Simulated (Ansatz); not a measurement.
`[SH][Ga]([SH])[Br]` and `C[O][Ga]([SH])[SH]` differ in one atom or group.

Ansatz, PBE0-D4/def2-TZVP geometries, multiplicity 1. Each molecule was computed in one conformer, which needn't be the lowest.

Scalar relativity is left out up to krypton.

```tsv
property	`[SH][Ga]([SH])[Br]`
HOMO energy (ωB97M-V/def2-TZVPP) / eV	-10.04
size of the dipole moment (B3LYP/def2-TZVPP) / D	0.18
HOMO–LUMO gap (B3LYP/def2-TZVPP) / eV	5.92
HOMO–LUMO gap (PBE/def2-TZVPP) / eV	4.37
HOMO energy (B3LYP/def2-TZVPP) / eV	-7.61
LUMO energy (B3LYP/def2-TZVPP) / eV	-1.69
```

Q: Give the same properties after the change, and the shifts. (Best estimate.)

A: The calculation gave: 
| property | `C[O][Ga]([SH])[SH]` | shift |
| --- | --- | --- |
| HOMO energy (ωB97M-V/def2-TZVPP) / eV | -9.85 | 0.19 |
| size of the dipole moment (B3LYP/def2-TZVPP) / D | 0.37 | 0.19 |
| HOMO–LUMO gap (B3LYP/def2-TZVPP) / eV | 6.33 | 0.41 |
| HOMO–LUMO gap (PBE/def2-TZVPP) / eV | 4.68 | 0.31 |
| HOMO energy (B3LYP/def2-TZVPP) / eV | -7.40 | 0.21 |
| LUMO energy (B3LYP/def2-TZVPP) / eV | -1.06 | 0.63 |

With PBE0 the HOMO rises by 0.21 eV and the LUMO rises by 0.65 eV, so the gap widens by about 0.44 eV. PBE moves the HOMO by 0.29 eV and ωB97M-V by 0.19 eV. Dipoles are sizes alone; their direction can turn.

B3LYP here is the variant with VWN-RPA as its local correlation; programs differ in this.

Spin–orbit coupling is left out; it splits and shifts lone-pair levels of the heavy atoms by tenths of an eV.
